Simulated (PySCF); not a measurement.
Correlation energy of K¹⁷⁺ (potassium, charge +17)

1s2, closed-shell 1S. Computed with PySCF 2.14 in an even-tempered Gaussian basis (17 s from 14 bohr⁻², ratio 2.2; 7 p from 21 bohr⁻², ratio 2.4; 4 d from 63 bohr⁻², ratio 2.4; 3 f from 94 bohr⁻², ratio 2.4; 3 g from 140 bohr⁻², ratio 2.4), with scalar relativity by spin-free X2C-1e. Frozen: nothing; 2 electrons correlated; the 12 highest virtual orbitals of each spin left out.

With two correlated electrons CCSD is exact within the correlated space (frozen core and kept virtual orbitals).

| level | correlation energy (mhartree) |
| --- | --- |
| CCSD | -47.03 |

Diagnostics: T1 = 7.8e-06, D1 = 0.0000, largest double amplitude 0.002.

Cost of the coupled-cluster step: about 4 core-seconds, for 2 correlated electrons.
